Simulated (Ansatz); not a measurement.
Reaction (ligand exchange at the Si–Se bond): `O[SiH]([SiH3])[SeH]` + `[OH][AlH2]` → `O[SiH]([SiH3])[O][AlH2]` + H₂Se

Calculated with Ansatz (gas phase, PBE0-D4/def2-TZVP geometries, no zero-point term in ΔE). CBS: MP2 limit from def2 TZ/QZ plus the TZ coupled-cluster correction, frozen cores. This one scheme is used for every species. DFT in def2-TZVPP. For Se outer-core shells are correlated without core-valence functions, which leaves a few kJ/mol of doubt a bond. Scalar relativity is left out up to krypton. Each species was taken in one conformer, which may not be the lowest.

**Question.** Is it downhill or uphill in electronic energy at CCSD(T)/CBS, and by how much? (Best estimate.)

**Answer.** The calculation gave: Downhill: ΔE = -54.1 kJ/mol.

**Question.** What do these levels give: ωB97X-V, r2SCAN, HF/def2-TZVPP, MP2/def2-TZVPP, CCSD(T)/def2-TZVPP, MP2/def2-QZVPP? (Estimate.)

**Answer.** Ansatz gave: ωB97X-V -58.3, r2SCAN -51.7, HF/def2-TZVPP -81.2, MP2/def2-TZVPP -54.0, CCSD(T)/def2-TZVPP -59.9, MP2/def2-QZVPP -51.4 kJ/mol.

Largest T1 diagnostic among the species: 0.013.

In def2-TZVPP, CCSD(T) changes the Hartree–Fock value by +21.4 kJ/mol (the triples alone add +4.2 kJ/mol) and MP2 by +27.3 kJ/mol. From PBE to PBE0 (25 % exact exchange), in def2-TZVPP and without D4, ΔE moves by −6.7 kJ/mol.
